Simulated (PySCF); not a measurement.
## Excitation energy of Ag⁺ by level of theory

Ag⁺ [Kr] 4d10 (1S) → Ag⁺ [Kr] 4d9 5p1 (high-spin determinant), as a difference of total energies. Calculation: PySCF 2.14, in aug-cc-pVDZ-PP with ECP28MDF; a scalar-relativistic core potential. Correlated levels: valence: 4s2 4p6 frozen. The calculations carry no spin-orbit coupling.

```csv
method,excitation energy (eV)
UHF,9.192
LDA,10.145
PBE,9.890
PBE0,9.936
r2SCAN,9.827
M06-L,10.465
B2PLYP,10.097
r2SCANh,9.849
TPSSh,9.819
MP2 (valence),10.517
SCS-MP2 (valence),10.458
```

**Question.** How much does correlation contribute at MP2 (valence)?

**Answer.** 10.517 − (9.192) = 1.325 eV, measured against UHF.

The determinant of the upper state mixes LS terms, which raises its energy above the lowest term, most at the Hartree-Fock and MP2 levels.
